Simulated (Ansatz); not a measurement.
Saddle point of BSiH₄Cl₃O, closed shell (BCl₃ ([Cl][B]([Cl])[Cl]) + SiH₄O ([OH][SiH3]) → BSiH₃Cl₂O ([SiH3][O][B]([Cl])[Cl]) + HCl; bonds formed: Cl2–H5; dative contacts that become bonds: B1–O6; bonds broken: B1–Cl2, H5–O6), PBE0-D4/def2-TZVP structure:

| atom | x (Å) | y (Å) | z (Å) |
| --- | --- | --- | --- |
| B1 | -1.3172 | 0.1371 | 0.0845 |
| Cl2 | -1.6745 | -1.8779 | 0.9048 |
| Cl3 | -1.5693 | 0.0833 | -1.6722 |
| Cl4 | -2.2706 | 1.2834 | 1.0267 |
| H5 | -0.3397 | -1.1616 | 0.9258 |
| O6 | 0.0662 | -0.0522 | 0.5274 |
| Si7 | 1.4925 | 0.3235 | -0.3040 |
| H8 | 2.5573 | 0.1966 | 0.7132 |
| H9 | 1.6942 | -0.6411 | -1.4062 |
| H10 | 1.3611 | 1.7087 | -0.8002 |

Energies are electronic, without zero-point energy. Barriers and step energies count from the start structure reached by relaxing down the imaginary mode; all methods use the PBE0-D4 structures, on which another method's saddle can fall below an end. Program: Ansatz 0.2.0. Basis: def2-TZVPP, with def2-QZVPP for the basis limit. Cores are frozen in the correlated methods. B3LYP uses VWN-RPA correlation. Extrapolation: Hartree–Fock as exp(−7.88 √X), correlation as X^−2.97.

```tsv
method	barrier (kcal/mol)	step energy (kcal/mol)
SPW92	11.66	-2.93
PBE-D4	?	-8.77
BLYP-D4	13.47	-13.14
r2SCAN-D4	15.05	-9.34
B97M-V	18.26	-11.45
PBE0-D4	16.88	-7.75
B3LYP-D4	16.42	-12.15
r2SCAN0-D4	17.80	-8.34
BHLYP-D4	20.66	-11.35
CAM-B3LYP-D4	17.96	-11.46
wB97X-V	?	-8.56
wB97M-V	19.12	-8.12
B2PLYP	17.36	-12.52
PBE-QIDH	19.09	-7.50
RPA on PBE	?	-11.84
HF	25.92	-17.89
MP2	18.38	-8.26
CCSD	20.78	-11.53
CCSD(T)	19.03	-10.58
```

Question: Fill in the withheld barriers. (To be estimated.)

Answer: The calculation gives: RPA on PBE 17.93; wB97X-V 19.58; PBE-D4 13.18 kcal/mol. Each is the energy of the saddle less that of the start structure, by the same method.

For comparison, the barrier by CCSD(T) at an estimated basis limit (MP2 extrapolated from triple and quadruple zeta, plus CCSD(T) − MP2 in triple zeta) is 19.66 kcal/mol.

The T1 diagnostic stays at or below 0.012.

The step is the kind of ligand exchange by which a precursor binds to a hydroxyl group, or is hydrolysed, in atomic layer deposition of oxides.

Labels in which every atom is bracketed show which atoms are joined, not bond orders.

For scale, one of the runs: CCSD(T)/def2-TZVPP, 286 basis functions, launched by `ansatz run in.yaml --threads 8 --pin off --events-out ev --progress --plain --max-ram 19148MiB`. Time: 2.8 min of wall clock on 8 CPU threads of an Arm Neoverse V2; the host was shared. Peak host memory: 7.9 GiB.
